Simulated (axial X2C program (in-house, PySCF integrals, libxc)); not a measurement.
**How long does ScH take?**

A bond scan computed with an in-house relativistic program for diatomic molecules. Basis: Sc dyall-cv3z [10s11p7d5f2g], H dyall-v3z [6s2p1d] (cores contracted in-house).

The run was started with this input:
```json
{"zs": [21, 1], "q": 0, "bas": ["dyall-cv3z", "dyall-v3z"], "levels": ["PBE0", "HF", "M06"], "cc": true, "r0": 1.8, "thr": -2.0, "nmax": 90, "npts": 10, "nst": 2, "ntry": 6}
```
```bash
python so2c.py task.json out
```

Keys: zs atomic numbers; q charge; bas basis sets; levels methods; cc coupled cluster on or off; r0 starting distance in Å; thr threshold in hartree for freezing inner shells (an s shell follows its p shell); nmax most natural virtual spinors; npts points on the curve; nst determinants followed; ntry starts of the search. HF also brings MP2.

Hardware: 1 thread of AMD EPYC 9R45 96-Core Processor (Zen 5), with other jobs on the host.

Wall time of one point of each curve, integrals apart:

```csv
Hamiltonian,level,points,seconds a point
spin-free,PBE0,10,0.16
spin-free,HF,10,0.073
spin-free,"CCSD(T) (12 electrons, 90 virtuals)",7,3
spin-free,M06,10,0.44
2c,PBE0,10,0.19
2c,HF,10,0.11
2c,"CCSD(T) (12 electrons, 90 virtuals)",7,3.1
2c,M06,10,1.1
```

The rest:

Search with its distance optimisation 12 s, atoms 21 s, whole task 100 s. Coupled cluster runs on the points near the minimum only. The program drops outer points, and coupled cluster, when its time limit (not in the input) nears; MP2, further determinants and curves that did not converge are not in the table.
